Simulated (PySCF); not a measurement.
C4H10NSi2 (doublet state).
Z-matrix (Å and degrees, PBE0-D3(BJ)/def2-SVP geometry), rows numbered from 1:
```
C 
C   1  1.3915
C   2  1.3586  1  125.38
C   3  1.3153  2  176.52  1   -88.61
N   4  1.4085  3  126.12  1    97.02
Si  5  1.7571  4  118.30  3  -173.81
Si  5  1.7640  4  116.10  3     1.49
H   1  1.0917  2  120.58  3  -179.37
H   1  1.0923  2  120.95  3     0.42
H   2  1.0999  1  117.45  3   179.19
H   4  1.1025  3  118.50  5   179.13
H   6  1.4966  5  112.34  4    71.49
H   6  1.4890  5  107.81  4  -167.98
H   6  1.4949  5  109.12  4   -47.86
H   7  1.4929  5  110.27  4    59.41
H   7  1.4909  5  106.56  4   179.09
H   7  1.4939  5  111.06  4   -61.32
```

The hyperfine couplings belong to this conformer and change with its torsions.

As a line formula: `C=C/[C]=C/N([SiH3])[SiH3]` [radical].

Level of theory: UKS B3LYP, IGLO-III on C N Si, pcH-1 on H, non-relativistic, mean-field spin-orbit, GIAO in PySCF. Geometry: PBE0-D3(BJ)/def2-SVP, one conformer, isolated molecule. The SCF solution wasn't tested for stability. ⟨S²⟩ is 0.779 where a pure state has 0.75.

(1) Where do the isotropic ENDOR lines of N5, H11, H8, H9, H10 and H15/H16/H17 fall at 332.9 mT, to first order?

(2) Which pairs are centred on the nuclear Larmor frequency, and which on half the coupling?

(3) At what field would the lower line of H9 fall to zero frequency?

Results:

(1) ν± = |νn ± a/2|, one line for each electron-spin manifold; νn = |g_N| × 7.62259 MHz/T × B.

```csv
nuclei,isotope,g_N,νn (MHz),a_iso (MHz),lower line (MHz),upper line (MHz)
N5,14N,0.4038,1.02,21.67,9.81,11.86
H11,1H,5.5857,14.17,84.46,28.06,56.41
H8,1H,5.5857,14.17,-44.33,7.99,36.34
H9,1H,5.5857,14.17,-42.73,7.19,35.54
H10,1H,5.5857,14.17,17.15,5.60,22.75
H15/H16/H17,1H,5.5857,14.17,2.21,13.07,15.28
```

(2) Centred on νn, since |a| < 2νn: H10 and H15/H16/H17. Centred on |a|/2 and split by 2νn: N5, H11, H8 and H9.

(3) Where νn = |a|/2, that is B = 21.36 MHz/(5.5857 × 7.62259 MHz/T) = 502 mT, as far as first order holds there.

Nuclei that the bonding pattern makes equivalent are averaged, as if the motion that swaps them (rotation, inversion, ring flip) were fast. Si6 and Si7, with what hangs on them, aren't averaged: N5 is flat or nearly so (angle sum 360°), and its turn about the short N5–C4 bond (1.41 Å) is taken as slow.

The SMILES draws the unpaired electron on C3; the largest computed Mulliken spin population is on C1 (0.72 against 0.60).
